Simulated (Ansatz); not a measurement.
Ideal-gas functions of `[Cl][Sn]([Cl])([Cl])[Br]` at 400 K and 1 bar, from an Ansatz frequency run at PBE0-D4/def2-TZVP.

Molar mass 304.97 g/mol, point group C3v (symmetry number 3), electronic degeneracy 1, moments of inertia 492.327, 745.352, 745.363 u Å². Harmonic wavenumbers (cm⁻¹, unscaled): 83, 83, 116, 116, 120, 270, 379, 401, 401.

Use S(trans) = R[1.5 ln M + 2.5 ln T − 1.1517]; rotational temperatures θ = 24.2544 K / I; S(rot) = R[ln(√π/σ · √(T³/θAθBθC)) + 1.5]; for each mode x = 1.438777 ν̃/T, S = R[x/(eˣ − 1) − ln(1 − e⁻ˣ)] and H = RT x/(eˣ − 1); 1 cm⁻¹ = 0.0119627 kJ/mol; R = 8.31446 J/(mol·K).

By hand: the entropy, in J/(mol·K).

Translation 186.3. Rotation: θ = 0.0493, 0.0325, 0.0325 K, giving 123.8. Vibration, mode by mode: 18.40, 18.40, 15.64, 15.64, 15.36, 8.88, 6.35, 5.95, 5.95, in all 110.6. Electronic 0.0. Sum 420.7 J/(mol·K).

By hand: H − E and G − E in kJ/mol, counted from the electronic energy.

Zero-point energy ½ × 1969 × 0.0119627 = 11.8; thermal vibration 20.2; translation, rotation and pV give 4 RT = 13.3. H − E = 45.3 kJ/mol, and G − E = 45.3 − 400 × 420.7/1000 = -123.0 kJ/mol.

Vibration gives 26 % of the entropy, 83.4 J/(mol·K) of it from the modes under 150 cm⁻¹: soft modes count most, and the harmonic formula is weakest for them.
